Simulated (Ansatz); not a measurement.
Pulling on the Al1–Br4 bond in AlBrFH (SMILES [F][AlH][Br]) (multiplicity 1 held, fragments rigid). Energies count from the point at 2.246 Å.
Geometry at that point (charge 0, multiplicity 1):
| atom | x (Å) | y (Å) | z (Å) |
|---|---|---|---|
| Al | 0.1426 | -1.0219 | 0.6860 |
| H | -0.7458 | -2.2864 | 0.8733 |
| F | 1.5677 | -0.9021 | 1.5014 |
| Br | -0.4348 | 0.6768 | -0.6658 |

R- and RO- levels are restricted; in cc, def2 and unpolarised 6-31G sets they are followed outwards from rest. Unrestricted levels (U-) break spin symmetry where that is lower. Active spaces are followed from a long bond inwards. Levels need not reach the same state.

Cores are frozen in the correlated methods. Filled d and f shells under p-block atoms count as core.

The values were computed with Ansatz (an electronic-structure program) with Gaussian orbitals. Values without a source in brackets are computed.

Energies in kcal/mol.

```json
[
 {"R (Å)": "1.797", "R-MP2/def2-SVP": "67.8", "R-SCS-MP2/def2-SVP": "68.1", "U-CCSD(T)/def2-SVP": "68.0", "FIC-MRCISD+Q on CASSCF(6,4)/def2-SVP": "67.8"},
 {"R (Å)": "2.022", "R-MP2/def2-SVP": "11.8", "R-SCS-MP2/def2-SVP": "12.0", "U-CCSD(T)/def2-SVP": "12.0", "FIC-MRCISD+Q on CASSCF(6,4)/def2-SVP": "11.9"},
 {"R (Å)": "2.246", "R-MP2/def2-SVP": "0.0", "R-SCS-MP2/def2-SVP": "0.0", "U-CCSD(T)/def2-SVP": "0.0", "FIC-MRCISD+Q on CASSCF(6,4)/def2-SVP": "0.0"},
 {"R (Å)": "2.471", "R-MP2/def2-SVP": "6.9", "R-SCS-MP2/def2-SVP": "6.7", "U-CCSD(T)/def2-SVP": "6.7", "FIC-MRCISD+Q on CASSCF(6,4)/def2-SVP": "6.7"},
 {"R (Å)": "2.696", "R-MP2/def2-SVP": "21.1", "R-SCS-MP2/def2-SVP": "20.7", "U-CCSD(T)/def2-SVP": "20.5", "FIC-MRCISD+Q on CASSCF(6,4)/def2-SVP": "20.5"},
 {"R (Å)": "3.033", "R-MP2/def2-SVP": "45.2", "R-SCS-MP2/def2-SVP": "44.5", "U-CCSD(T)/def2-SVP": "43.9", "FIC-MRCISD+Q on CASSCF(6,4)/def2-SVP": "43.9"},
 {"R (Å)": "3.370", "R-MP2/def2-SVP": "67.3", "R-SCS-MP2/def2-SVP": "66.2", "U-CCSD(T)/def2-SVP": "65.4", "FIC-MRCISD+Q on CASSCF(6,4)/def2-SVP": "64.5"},
 {"R (Å)": "3.931", "R-MP2/def2-SVP": "95.6", "R-SCS-MP2/def2-SVP": "94.1", "U-CCSD(T)/def2-SVP": "91.3", "FIC-MRCISD+Q on CASSCF(6,4)/def2-SVP": "88.3"},
 {"R (Å)": "4.493", "R-MP2/def2-SVP": "114.2", "R-SCS-MP2/def2-SVP": "112.0", "U-CCSD(T)/def2-SVP": "100.4", "FIC-MRCISD+Q on CASSCF(6,4)/def2-SVP": "98.6"},
 {"R (Å)": "5.167", "R-MP2/def2-SVP": "125.6", "R-SCS-MP2/def2-SVP": "122.2", "U-CCSD(T)/def2-SVP": "102.2", "FIC-MRCISD+Q on CASSCF(6,4)/def2-SVP": "101.8"},
 {"R (Å)": "6.065", "R-MP2/def2-SVP": "127.9", "R-SCS-MP2/def2-SVP": "122.3", "U-CCSD(T)/def2-SVP": "102.5", "FIC-MRCISD+Q on CASSCF(6,4)/def2-SVP": "102.4"},
 {"R (Å)": "7.189", "R-MP2/def2-SVP": "120.3", "R-SCS-MP2/def2-SVP": "111.5", "U-CCSD(T)/def2-SVP": "102.6", "FIC-MRCISD+Q on CASSCF(6,4)/def2-SVP": "102.5"}
]
```

Doubts at one or more of the structures used: a restricted determinant that unrestricted orbitals would lower (R-MP2/def2-SVP, R-SCS-MP2/def2-SVP); a spin-contaminated determinant (U-CCSD(T)/def2-SVP); T1 above 0.05 (U-CCSD(T)/def2-SVP); active orbitals that take no part (FIC-MRCISD+Q on CASSCF(6,4)/def2-SVP).
